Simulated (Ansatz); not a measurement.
Gas-phase electronic energies from Ansatz, PBE0-D4/def2-TZVP geometries. CBS: MP2 limit from def2 TZ/QZ plus the TZ coupled-cluster correction, frozen cores. Functionals use def2-TZVPP. B3LYP here is the variant with VWN-RPA as its local correlation; programs differ in this. For Se outer-core shells are correlated without core-valence functions, which leaves a few kJ/mol of doubt a bond. Scalar relativity is left out up to krypton. One conformer a species, not always the lowest.

Consider the redistribution: `CC[Se][SiH2]C` + `CO[SiH2]Cl` → `C[SiH2]O[SiH2]Cl` + `CC[Se]C`.

`CC[Se][SiH2]C`:

Cartesian coordinates in Å:
```
C 1.672 1.849 0.024
C 0.513 1.638 0.971
Se 0.189 -0.251 1.425
Si -0.751 -0.884 -0.546
C -1.453 -2.599 -0.324
H 2.594 1.432 0.432
H 1.827 2.918 -0.152
H 1.491 1.374 -0.942
H 0.694 2.112 1.937
H -0.420 2.041 0.575
H 0.245 -0.874 -1.653
H -1.810 0.103 -0.899
H -0.667 -3.306 -0.049
H -1.909 -2.943 -1.256
H -2.214 -2.609 0.458
```

`CO[SiH2]Cl`:

```xyz
9

C    -0.365   -0.884   -0.998
O     0.501   -0.631    0.089
Si    0.402    0.671    1.058
Cl    0.709    2.406   -0.003
H    -0.169   -1.895   -1.356
H    -0.186   -0.178   -1.813
H    -1.416   -0.817   -0.696
H     1.472    0.535    2.063
H    -0.949    0.792    1.657
```

`C[SiH2]O[SiH2]Cl`:

Z-matrix (Å, degrees):
```
C
Si 1 1.856
H 1 1.092 2 110.9
H 1 1.092 2 110.8 3 120.4
H 1 1.093 2 110.2 3 -119.8
O 2 1.650 1 110.5 3 -59.0
H 2 1.488 1 110.7 3 -179.5
H 2 1.484 1 111.3 3 59.1
Si 6 1.616 2 144.9 1 -78.0
Cl 9 2.058 6 110.3 2 44.9
H 9 1.479 6 110.9 2 -73.1
H 9 1.476 6 109.0 2 162.8
```

`CC[Se]C`:

```xyz
12

C    -0.651   -1.364    1.375
C     0.063   -0.643    0.251
Se   -0.628    1.173    0.069
C     0.513    1.717   -1.403
H    -0.508   -0.852    2.329
H    -1.725   -1.428    1.184
H    -0.268   -2.382    1.479
H     1.136   -0.574    0.445
H    -0.084   -1.153   -0.702
H     0.337    1.087   -2.274
H     1.561    1.672   -1.108
H     0.253    2.747   -1.646
```

Is it downhill or uphill in electronic energy at CCSD(T)/CBS, and by how much? (Estimate.)

The calculation gave: Downhill: ΔE = -101.8 kJ/mol.

What do these levels give: PBE-D4, r2SCAN-D4, PBE0-D4, ωB97X-V, B2PLYP, PBE0, B3LYP, MP2/def2-TZVPP, SCS-MP2/def2-TZVPP, CCSD/def2-TZVPP, CCSD(T)/def2-TZVPP, MP2/def2-QZVPP? (Best estimate.)

The calculation gave: PBE-D4 -84.7, r2SCAN-D4 -96.8, PBE0-D4 -89.8, ωB97X-V -97.8, B2PLYP -103.8, PBE0 -90.6, B3LYP -100.7, MP2/def2-TZVPP -106.8, SCS-MP2/def2-TZVPP -108.1, CCSD/def2-TZVPP -105.8, CCSD(T)/def2-TZVPP -103.4, MP2/def2-QZVPP -106.6 kJ/mol.

Largest T1 diagnostic among the species: 0.010.

In def2-TZVPP, CCSD(T) changes the Hartree–Fock value by +7.6 kJ/mol (the triples alone add +2.4 kJ/mol) and MP2 by +4.2 kJ/mol. From PBE to PBE0 (25 % exact exchange), in def2-TZVPP and without D4, ΔE moves by −5.0 kJ/mol.
